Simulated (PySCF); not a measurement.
# MBe cations for M along group 14

PBE with double-zeta basis sets in PySCF, for the lowest determinant that a PBE0 search found; no spin–orbit coupling. De refers to high-spin ground-configuration atoms (the charge goes to the atom of lower measured ionisation energy or higher electron affinity, which is not always the lowest computed limit). A positive dipole points towards Be; it is taken about the centre of mass and depends on that origin.

```csv
M,basis,charged atom,state (unpaired electrons),Re (Å),ωe (cm⁻¹),De (eV),μ (D)
C,aug-cc-pVDZ,Be+,"quartet (σ ↑, π ↑↑)",1.597,1068,2.99,5.22
Si,def2-SVPD,Si+,doublet (π ↑),2.304,459,2.34,4.39
Ge,pcseg-1,Ge+,doublet (π ↑),2.363,405,2.06,5.58
Sn,x2c-SVPall,Sn+,doublet (π ↑),2.552,364,1.69,5.27
Pb,aug-cc-pVDZ/aug-cc-pVDZ-PP,Pb+,doublet (π ↑),2.613,337,n/a,4.89
```

The shortest bond is that of BeC⁺ (1.597 Å), the longest that of BePb⁺ (2.613 Å).

The rows differ in basis set, which adds steps of its own.

The state changes along the series, so neighbouring rows are not always alike in their bonding.

These are scalar-relativistic numbers at best; spin–orbit coupling would shift them, the dissociation energy most. For an ion De counts to the pair picked by the measured ionisation energies or electron affinities, which need not be the lowest pair at this level. States were picked by a PBE0 search and need not be the measured ground states.
